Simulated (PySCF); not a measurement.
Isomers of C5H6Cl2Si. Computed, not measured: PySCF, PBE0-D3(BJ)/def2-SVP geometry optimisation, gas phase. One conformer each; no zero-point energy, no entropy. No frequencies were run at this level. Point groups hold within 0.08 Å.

Problem. Rank from lowest to highest electronic energy at this level (kcal/mol).
A. `[Cl:1][CH:2]([Cl:3])[C:4]1=[CH:5][SiH2:6][CH:7]=[CH:8]1` with Cl1–C2–C4–C5 -119°
B. `[Cl:1][CH:2]([Cl:3])[C:4]1=[CH:5][CH:6]=[CH:7][SiH2:8]1` with Cl1–C2–C4–C5 122°

Solution. B (0.0), A (0.2).

Neighbours under 2.5 kcal/mol apart (ClC(Cl)C1=CC=C[SiH2]1 and ClC(Cl)C1=C[SiH2]C=C1) can change places with a better method, another conformer or zero-point energy.

```json
{"SMILES": "ClC(Cl)C1=CC=C[SiH2]1", "E (Eh)": "-1402.83367", "E rel (kcal/mol)": "0.0", "dipole (D)": "2.44", "point group": "near Cs", "A, B, C (MHz)": "1942, 771.6, 719.2"}
{"SMILES": "ClC(Cl)C1=C[SiH2]C=C1", "E (Eh)": "-1402.83333", "E rel (kcal/mol)": "0.2", "dipole (D)": "1.44", "point group": "Cs", "A, B, C (MHz)": "2147, 708.3, 644.1"}
```

Problem. How do the relative energies change in single points at PBE0/pcSseg-1 (no added dispersion term) on the same geometries?

Solution. 
```json
{"SMILES": "ClC(Cl)C1=CC=C[SiH2]1", "PBE0-D3(BJ)/def2-SVP (kcal/mol)": "0.0", "PBE0/pcSseg-1 (kcal/mol)": "0.2", "shift": "+0.2"}
{"SMILES": "ClC(Cl)C1=C[SiH2]C=C1", "PBE0-D3(BJ)/def2-SVP (kcal/mol)": "0.2", "PBE0/pcSseg-1 (kcal/mol)": "0.0", "shift": "-0.2"}
```

Each column counts from its own lowest isomer. ClC(Cl)C1=C[SiH2]C=C1 becomes the lowest; the largest shift is 0.2 kcal/mol.
